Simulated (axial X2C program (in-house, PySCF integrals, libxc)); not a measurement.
**LiFe: from the spin-free to the two-component result in a model world with the speed of light multiplied by 0.8**

All values were computed with an in-house all-electron X2C program for linear molecules (integrals from PySCF). Spin-free means the one-electron spin-free X2C Hamiltonian; two-component (2c) means X2C with spin–orbit coupling and atomic mean-field two-electron Coulomb and Gaunt terms, so the difference of the two also holds small scalar two-electron terms; the speed of light was multiplied by 0.8, so these are model numbers, not those of the real molecule. Basis: Fe dyall-v3z [9s10p6d3f2g], Li dyall-v3z [7s8p2d] (cores contracted in-house); Gaussian nuclei, density fitting, unrestricted open shells. Masses: Fe 55.935 u, Li 7.016 u.

Spin-free state: M_S = 3/2, Λ = 0 (beyond evenly filled blocks: σα, δ+α, δ-α); fragments Fe + Li.

```tsv
level	Re (Å)	ωe (cm⁻¹)	De (eV)	μ (D)
PBE0	2.311	382.8	0.662	3.27
PW91	2.295	394.1	1.557	3.28
r2SCAN0	2.309	381.1	0.525	3.38
```

Dipoles are positive if Li is the positive end.

Two-component determinant lowest at the distance of the search:

Ω = 3/2 (⟨Sz⟩ = 1.50, ⟨Lz⟩ = 0.00 at PBE0); fragments Fe + Li.

```tsv
level	Re (Å)	ωe (cm⁻¹)	μ (D)
PBE0	2.312	382.4	3.27
PW91	2.295	393.8	3.28
r2SCAN0	2.309	380.6	3.38
```

Problem. From the two tables, how do the constants change at the PBE0 level (2c against spin-free)?

Solution. At the PBE0 level Re rises by 0.001 Å and ωe drops by 0.4 cm⁻¹.

One determinant describes the state; a PBE0 search over occupations chose it and may have missed a lower one. Dissociation energies refer to the lowest single-determinant-based atoms at the same level and basis. De is not given where an atomic determinant may have missed its ground term or J level, or where the truncated virtual space spoils (T). Density functionals use the spin component along the axis (collinear). PBE0 can misorder states that lie within some tenths of an eV, so this need not be the ground state of the molecule. The nearest other spin-free determinant of the search, M_S = 3/2, Λ = 2, lies 0.35 eV up at the distance of the search. Without a current term, density functionals place determinants with orbital angular momentum somewhat too high. With several unpaired electrons one determinant need not be a pure state. This is the top spin component of a Σ state; components of lower Ω are not single determinants and can lie lower. The determinant is spin-polarised beyond a pure state at some levels (its spin-free form has ⟨S²⟩ too high), which makes Re and μ there less reliable.
